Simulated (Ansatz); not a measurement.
A nudged elastic band was laid between two geometries of CH₉NSSi₂ (14 atoms, charge 0, multiplicity 1).

Theory: RKS PBE0/def2-SVP (Ansatz).

- movable images: 9
- climbing image: yes
- spring: 5.0 eV/Å²
- optimiser: quadratic models (default)
- start path: through a guess of the saddle point
- force threshold: 0.05 eV/Å
- iteration limit: 35
- end points: relaxed

First end point:

```xyz
14
Properties=species:S:1:pos:R:3
C -2.082 0.256 0.796
S -0.688 -0.039 1.935
Si 0.863 -0.512 0.528
N 0.341 -1.797 -0.508
Si 1.384 1.320 -0.848
H -2.061 -0.470 -0.029
H -3.007 0.120 1.373
H -2.058 1.279 0.394
H 2.016 -0.815 1.437
H 0.100 -2.705 -0.126
H 0.682 -1.869 -1.460
H 2.053 2.384 -0.039
H 0.143 1.893 -1.458
H 2.302 0.925 -1.966
```

Last end point:

```xyz
14
Properties=species:S:1:pos:R:3
C -1.861 0.644 1.084
S -0.663 -0.582 1.684
Si 1.594 -1.104 0.228
N 0.986 -2.148 -1.017
Si 1.238 0.967 -0.938
H -2.440 0.145 0.296
H -2.542 0.940 1.893
H -1.360 1.522 0.658
H -0.002 0.211 2.554
H 1.038 -3.156 -0.909
H 0.487 -1.890 -1.862
H 1.056 2.125 0.005
H 0.037 0.980 -1.851
H 2.418 1.317 -1.797
```

Task: Which bonds break or form, and what moves?

Result: Bonds broken: Si3–H9. Bonds formed: S2–H9. CH9NSSi2 becomes CH4S + H5NSi2.

Task: What energy profile does the band end with?

Result: It did not converge within its limit. The highest image is number 7 of 0 to 10, 227.4 kJ/mol above the first end and 49.3 kJ/mol above the last; the last end lies 178.1 kJ/mol above the first. The band didn't meet its force threshold, so its energies are provisional: the largest band force was still 0.11 eV/Å, and over the last iterations the top stayed at 2.36 eV. Neighbouring images lie up to 1.8 Å apart, so the band is torn or far too coarse. The orbitals stay closed-shell, which can raise the energy where a bond breaks towards radicals; this wasn't checked here.

```
image  path coordinate (Å)  energy (kJ/mol)  Si3–H9 (Å)  S2–H9 (Å)
    0                 0.00              0.0        1.50       2.86
    1                 1.44             -0.1        1.49       2.86
    2                 2.88              3.5        1.49       2.88
    3                 4.32              8.6        1.50       3.01
    4                 5.77              6.3        1.50       3.03
    5                 7.21              3.7        1.50       3.00
    6                 8.65              9.3        1.49       2.89
    7                10.10            227.4        1.62       1.69
    8                11.86            178.8        3.18       1.35
    9                13.61            179.7        3.18       1.35
   10                15.37            178.1        3.11       1.35
```

The band took 35 iterations and roughly 40 core-minutes.

The run took 21 min on 2 threads of Arm Neoverse V1, on a shared host, peak memory 0.35 GiB.
